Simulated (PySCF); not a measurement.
Species: Ge(OMe)H3, CH6GeO.
SMILES: `[H][Ge]([H])([H])[O]C`

A linear-response calculation (PySCF, def2-SVPD basis, gas phase, vertical, core orbitals frozen in the response) gave these numbers; the functional is withheld.

Orbital energies (eV): HOMO-3 -11.35, HOMO-2 -11.21, HOMO-1 -10.00, HOMO -9.23, LUMO 0.94, LUMO+1 0.97, LUMO+2 1.97.

```tsv
state	E (eV)	f	main configurations (H = HOMO, L = LUMO)
S1	6.62	0.0000	H→L (66%), H→L+1 (29%)
S2	7.36	0.052	H→L+1 (62%), H→L (32%)
S3	7.54	0.029	H-1→L (71%), H-1→L+1 (21%)
S4	8.02	0.0037	H→L+2 (70%), H→L+3 (25%)
S5	8.21	0.047	H-1→L+1 (52%), H-1→L (24%), H→L+4 (14%)
S6	8.36	0.0019	H→L+3 (67%), H→L+2 (22%)
```

Triplets (Tamm–Dancoff): T1 6.25 eV, H→L (51%), H→L+1 (38%); T2 7.05 eV, H-1→L (49%), H-1→L+1 (38%); T3 7.07 eV, H→L+1 (43%), H→L (42%); T4 7.75 eV, H-1→L+1 (28%), H-1→L (27%), H→L+4 (14%).

Vertical ionisation energy by ΔSCF with the same functional: 10.17 eV. Mean static polarisability: 49.2 au.

Question: Which of these was used?
A. B3LYP
B. HF
C. PBE
D. CAM-B3LYP

Answer: D. CAM-B3LYP is range-separated, 19% exact exchange at short range and 65% at long range (ω = 0.33 bohr⁻¹). In this run −ε(HOMO) = 9.23 eV differs from the ΔSCF value by -0.94 eV, and S1 differs from the orbital gap of 10.17 eV by -3.55 eV. The ratio −ε(HOMO)/IP is 0.91. Usual ranges for neutral molecules in this basis: 0.85 to 0.93 with CAM-B3LYP, 0.5 to 0.7 with PBE, 0.67 to 0.83 with B3LYP; Hartree–Fock can't fall below 1, since the ion's relaxation only lowers the ΔSCF value. The other options: PBE, a GGA without exact exchange; HF, time-dependent Hartree–Fock, 100% exact exchange; B3LYP, a global hybrid with 20% exact exchange.

Computed with TDDFT CAM-B3LYP/def2-SVPD, vertical, gas phase, core orbitals frozen in the response in PySCF. Isolated species at its PBE0-D3(BJ)/def2-SVP geometry, gas phase. The CAM-B3LYP/def2-SVPD calculation is non-relativistic and has no spin–orbit coupling, an omission that weighs most on germanium.
